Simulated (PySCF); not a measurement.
Input of a response calculation (the driver script's job line, then coordinates in Å):

```
{"job": {"kind": "uv", "xc": "CAM-B3LYP", "basis": "def2-SVPD", "ip": false, "nstates": 10}, "charge": 0, "multiplicity": 1}
In     0.665909     0.362950    -0.507115
C      2.768700     0.218680    -0.007826
C      3.053510     0.124725     1.487928
H      3.281841     1.087431    -0.450625
H      3.130608    -0.675212    -0.539159
H      4.134697     0.031835     1.688978
H      2.703224     1.013784     2.037051
H      2.569181    -0.751891     1.947616
C     -0.973742     1.779462    -0.298679
C     -1.489749     1.926858     1.128777
H     -1.771486     1.430408    -0.973310
H     -0.621250     2.746904    -0.691195
H     -2.321345     2.650049     1.188682
H     -1.870654     0.974469     1.532266
H     -0.709281     2.281855     1.821151
O      0.109060    -1.351706    -1.437175
C     -1.198124    -1.673817    -1.776392
C     -2.017673    -2.129842    -0.580075
H     -1.732897    -0.831126    -2.270081
H     -1.179383    -2.490316    -2.526379
H     -3.032517    -2.443541    -0.873855
H     -1.522764    -2.977166    -0.080696
H     -2.118606    -1.315125     0.158373
```

Its output, with some lines taken out ([cut]) and without the SCF cycles:

```
converged SCF energy = -502.6050878352

[cut]

Singlet excitations
state   eV       nm        f      main configurations
  1   4.6662    265.7   0.00070   H->L 0.96
  2   5.1568    240.4   0.00386   H-2->L 0.94
[cut]
  4   5.6851    218.1   0.12155   H->L+1 0.77
  5   5.8198    213.0   0.04597   H-1->L+1 0.63, H-1->L+2 0.17, H->L+1 0.10
  6   6.0594    204.6   0.16060   H-2->L+1 0.79
[cut]
[cut]
[cut]
 10   7.2077    172.0   0.00459   H-1->L+2 0.27, H-3->L 0.21, H-1->L+3 0.17

Triplet excitations (Tamm-Dancoff, eV): 4.4586 4.7139 4.7866 4.9500
```

Theory: TDDFT CAM-B3LYP/def2-SVPD, vertical, gas phase, core orbitals frozen in the response, def2 core potentials past Kr (PySCF 2.14.0, density-fitted response routines). One conformer (not necessarily the lowest) at the PBE0-D3(BJ)/def2-SVP geometry, without solvent, vibrations or thermal averaging. Atoms past krypton carry effective core potentials; spin–orbit coupling is left out.

Q: What stood in the cut lines?

A: 
```
Static polarisability (au): isotropic 116.355, principal 97.016 117.351 134.697
  3   5.3469    231.9   0.03244   H-1->L 0.84
  7   6.6282    187.1   0.03847   H->L+2 0.69, H-2->L+2 0.12
  8   7.0305    176.4   0.02590   H->L+3 0.53, H-2->L+2 0.20
  9   7.1388    173.7   0.03520   H->L+3 0.26, H-2->L+2 0.23, H->L+4 0.11
```

Q: What is the gap between the lowest singlet and the lowest triplet?

A: 4.6662 − 4.4586 = 0.2076 eV (full response against Tamm–Dancoff).

Q: Give the energy of state 1 in hartree, cm⁻¹ and kJ/mol.

A: 0.17148 hartree, 37635 cm⁻¹, 450.2 kJ/mol.

Q: What transition dipole goes with state 6?

A: |μ|² = 3f / (2ΔE) = 3 × 0.1606 / (2 × 0.2227) = 1.082 au, so |μ| = 2.64 D.

Q: Write the structure that the coordinates describe.

A: InEt2(OEt) (`CC[O][In]([CH2]C)[CH2]C`) (C6H15InO), point group C1.

H and L stand for HOMO and LUMO.

The run took 5.0 min wall (grids of density and orbitals included) on an AMD EPYC with one thread, no GPU (shared host), and the process peaked at 1.8 GiB of memory.
